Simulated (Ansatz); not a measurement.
Cost and result for the atomization energy of `C#[C][GeH][F]` radical (6 atoms, 5 bonds).

Total charge 0; spin multiplicity 2. Correlated methods include outer-core shells of Ge, which these sets cover unevenly. Scalar relativity is left out up to krypton. The geometry is a stationary point of PBE0-D4/def2-TZVP. Program: Ansatz. All runs use 4 threads of a server CPU on a shared host. Times are those of one run each, without the atoms' runs, and a repeat can differ threefold. Electronic energies, without spin–orbit coupling; frozen cores. CCSD(T)/CBS adds CCSD(T) − MP2 in def2-TZVPP to the MP2 limit, and its time is that of the two runs behind it. T1 = 0.019; ⟨S²⟩ of the reference is 0.80. With those shells the extrapolation isn't a true limit. B3LYP takes the VWN-RPA correlation (the form of Gaussian; ORCA's B3LYP/G).

CCSD(T)/CBS is a level of theory with its own doubt, some kJ/mol a heavy atom from the limit and from the frozen cores, so smaller differences don't rank the functionals.

```json
{"level": "LDA (SPW92)/def2-TZVPP", "functions": "169", "wall time": "0.45 s"}
{"level": "revPBE-D4/def2-TZVPP", "functions": "169", "wall time": "0.75 s"}
{"level": "B3LYP-D4/def2-TZVPP (with forces)", "functions": "169", "wall time": "1.2 s"}
{"level": "CAM-B3LYP-D4/def2-TZVPP", "functions": "169", "wall time": "1.2 s"}
{"level": "B2PLYP/def2-TZVPP", "functions": "169", "wall time": "1.6 s"}
{"level": "r2SCANh-D4/def2-TZVPP", "functions": "169", "wall time": "1.9 s"}
{"level": "ωB97X-V/def2-TZVPP", "functions": "169", "wall time": "2.4 s"}
{"level": "B97M-V/def2-TZVPP", "functions": "169", "wall time": "2.5 s"}
{"level": "ωB97M-V/def2-TZVPP (with forces)", "functions": "169", "wall time": "3 s"}
{"level": "CCSD(T)/def2-SVP", "functions": "84", "wall time": "3.1 s"}
{"level": "MP2/def2-QZVPP", "functions": "320", "wall time": "8.5 s"}
{"level": "CCSD(T)/def2-TZVPP", "functions": "169", "wall time": "42 s"}
{"level": "CCSD(T)/CBS(def2)", "functions": "–", "wall time": "50 s"}
```

Question: What atomization energy does each give, and how far from CCSD(T)/CBS? (An estimate is asked.)

Answer: Ansatz gave: 
```
                            level  atomization (kcal/mol)  difference from CCSD(T)/CBS  per bond
           LDA (SPW92)/def2-TZVPP                   631.0                         91.2      18.2
             revPBE-D4/def2-TZVPP                   541.6                          1.8       0.4
B3LYP-D4/def2-TZVPP (with forces)                   538.4                         -1.4      -0.3
          CAM-B3LYP-D4/def2-TZVPP                   540.9                          1.1       0.2
                B2PLYP/def2-TZVPP                   537.3                         -2.5      -0.5
            r2SCANh-D4/def2-TZVPP                   538.7                         -1.1      -0.2
               ωB97X-V/def2-TZVPP                   539.9                          0.1       0.0
                B97M-V/def2-TZVPP                   544.1                          4.3       0.8
 ωB97M-V/def2-TZVPP (with forces)                   539.2                         -0.6      -0.1
                 CCSD(T)/def2-SVP                   508.8                        -31.0      -6.2
                   MP2/def2-QZVPP                   552.4                         12.6       2.5
               CCSD(T)/def2-TZVPP                   527.7                        -12.1      -2.4
                CCSD(T)/CBS(def2)                   539.8                          0.0       0.0
```

The D4 term adds +4.1 kcal/mol with B3LYP and +2.1 kcal/mol with PBE0; it sums over pairs of atoms, weighted by their polarisabilities, and B3LYP, whose exchange is more repulsive, gets the larger term. At CCSD(T), def2-SVP lies −31.0 kcal/mol from the extrapolated value and def2-TZVPP −12.2 kcal/mol: correlation converges slowly with the basis, and small sets miss more of it in the bonded molecule than in its fragments. Leaving LDA and LC-ωPBE aside and taking each functional with its dispersion term where it has one, the values, not all of them listed here, spread over 44.1 kcal/mol, from BHLYP-D4 to PBE-D4. LDA lies +74.3 kcal/mol from PBE without D4, its usual overbinding.
